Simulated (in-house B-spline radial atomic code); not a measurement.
**V⁵⁺: [Ne] 3s2 3p6**

All numbers are computed (non-relativistic BHandHLYP, spin-polarised, spherical fractional occupations; point nucleus) with a radial B-spline atomic code at the basis-set limit, not measured.

Screening seen three ways: the hydrogenic charge with the same mean radius, Z_r = [3n² - l(l+1)]/(2<r>), the one with the same energy, Z_e = n√(-2ε), and Slater's rules. Values are occupation-weighted means over spin.

```csv
shell,electrons,ε (eV),<r> (bohr),Z_r,Z_e,Slater
1s,2,-5486.5,0.06703,22.38,20.08,22.70
2s,2,-705.91,0.3097,19.37,14.41,18.85
2p,6,-606.88,0.2743,18.23,13.36,18.85
3s,2,-153.04,0.9114,14.81,10.06,11.75
3p,6,-123.31,0.9468,13.20,9.03,11.75
```

The least bound orbital is 3p at -123.3 eV, and it is also the most diffuse (<r> = 0.9468 bohr).
